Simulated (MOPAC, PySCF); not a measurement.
H$_{10}$OSi$_{4}$, SMILES `[SiH2](O)[SiH2][SiH2][SiH3]`, neutral singlet in the gas phase. 

Cartesian coordinates (Å):
SMILES: [SiH2]([SiH2][SiH2][SiH3])O
```xyz
15

O     -0.4021     2.0089     0.6719
Si    -1.5232     1.5190    -0.4448
Si    -1.5141    -0.8117    -0.3055
Si     0.6795    -1.5818    -0.5598
Si     2.1475    -0.4614     0.8798
H     -0.2186     2.9468     0.7429
H     -2.8633     2.1070    -0.1553
H     -1.1422     1.9656    -1.8169
H     -2.4068    -1.3791    -1.3560
H     -2.0320    -1.2302     1.0273
H      0.7325    -3.0471    -0.2909
H      1.1108    -1.3597    -1.9693
H      3.4274    -1.2172     0.9713
H      1.5642    -0.3584     2.2426
H      2.4401     0.8994     0.3625
```
Charge 0, spin multiplicity 1.

All levels are single points at this geometry (PBE0-D3(BJ)/def2-TZVP); Pople sets use spherical d functions. Orbital energies aren't observables, and empty levels follow the basis.

ωB97X-D3(BJ)/def2-TZVP in PySCF gives dipole (D) = 1.48.

Task: Estimate the dipole (D) from each of these levels: PBE-D3(BJ)/def2-TZVP in PySCF; PBE0-D3(BJ)/def2-TZVP in PySCF; B3LYP/3-21G in PySCF; B3LYP/6-311+G** in PySCF; B3LYP/6-31G* in PySCF; B3LYP/LANL2DZ in PySCF; BP86/6-31G* in PySCF; M06-2X/6-31G* in PySCF; SVWN5/6-31G* in PySCF; HF/STO-3G in PySCF; PM3 in MOPAC; PM6 in MOPAC.

Result: 
```
level                           dipole (D)
------------------------------  ----------
PBE-D3(BJ)/def2-TZVP in PySCF         1.41
PBE0-D3(BJ)/def2-TZVP in PySCF        1.45
B3LYP/3-21G in PySCF                  1.88
B3LYP/6-311+G** in PySCF              1.52
B3LYP/6-31G* in PySCF                 1.60
B3LYP/LANL2DZ in PySCF                1.85
BP86/6-31G* in PySCF                  1.61
M06-2X/6-31G* in PySCF                1.65
SVWN5/6-31G* in PySCF                 1.64
HF/STO-3G in PySCF                    1.15
PM3 in MOPAC                          1.23
PM6 in MOPAC                          1.80
```
